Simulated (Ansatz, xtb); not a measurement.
Two structures of GaH3NO+

We compare a, a singlet given by its coordinates, with b, a singlet given by its coordinates. Both are gas-phase species (loosely bound parts included), relaxed with B3LYP-D3(BJ)/def2-SVP.

a (Å):

```xyz
6

Ga    1.0336    0.4102   -0.5860
N    -1.3383    0.7606   -0.9623
O    -0.8745    1.6085    0.0696
H    -1.7129    1.3184   -1.7381
H    -2.0678    0.1334   -0.6050
H    -1.5805    2.1726    0.4385
```

Close contacts (Å): Ga1–N2 2.43, Ga1–O3 2.35, N2–O3 1.41, N2–H4 1.03, N2–H5 1.03, O3–H6 0.98.

b (Å):

```
atom    x (Å)    y (Å)    z (Å)
  Ga   0.0072  -2.0418  -2.5533
   N  -0.5844   0.7507  -0.8552
   O  -0.3404  -0.3993  -1.5544
   H  -0.0050   0.8028   0.0017
   H  -0.3745   1.5909  -1.4233
   H  -1.5762   0.8131  -0.5635
```

Close contacts (Å): Ga1–O3 1.95, N2–O3 1.37, N2–H4 1.04, N2–H5 1.04, N2–H6 1.04.

Q: Estimate which is lower in electronic energy at CCSD(T)/def2-TZVPP, and by roughly how much.

A: The CCSD(T)/def2-TZVPP calculation puts structure b lower, by 5.66 kJ/mol.

How the difference moves with the method:

```json
{"level": "B3LYP-D3(BJ)/def2-SVP", "geometry": "B3LYP-D3(BJ)/def2-SVP", "E(b) − E(a) (kJ/mol)": "−10.06", "departure from the last row (kJ/mol)": "−4.40", "job, with rough time for the two": "optimisation, 31 s"}
{"level": "HF/def2-TZVPP", "geometry": "B3LYP-D3(BJ)/def2-SVP", "E(b) − E(a) (kJ/mol)": "−12.05", "departure from the last row (kJ/mol)": "−6.38", "job, with rough time for the two": "part of the CCSD(T) run"}
{"level": "MP2/def2-TZVPP", "geometry": "B3LYP-D3(BJ)/def2-SVP", "E(b) − E(a) (kJ/mol)": "−7.75", "departure from the last row (kJ/mol)": "−2.08", "job, with rough time for the two": "part of the CCSD(T) run"}
{"level": "CCSD(T)/def2-TZVPP", "geometry": "B3LYP-D3(BJ)/def2-SVP", "E(b) − E(a) (kJ/mol)": "−5.66", "departure from the last row (kJ/mol)": "", "job, with rough time for the two": "single point, 82 s"}
```

None of the levels shown reverses the order. The largest departure from CCSD(T)/def2-TZVPP is that of HF/def2-TZVPP, 6.38 kJ/mol. Levels run at GFN2-xTB geometries aren't shown.

With harmonic frequencies from B3LYP-D3(BJ)/def2-SVP (ideal gas, rigid rotor, one conformer each, 298.15 K, 1 atm): on the last row, ΔE + ΔZPE = −2.91 kJ/mol. A mode under 50 cm⁻¹ makes harmonic enthalpies and free energies unreliable, so none is given.

The correlated steps freeze 11 core orbitals; the filled d shell of Ga is correlated, in a basis made for valence electrons. Run with Ansatz 0.2.0; the last row on 1 thread of Intel(R) Xeon(R) Platinum 8259CL CPU @ 2.50GHz (Skylake/Cascade Lake) on a shared host.
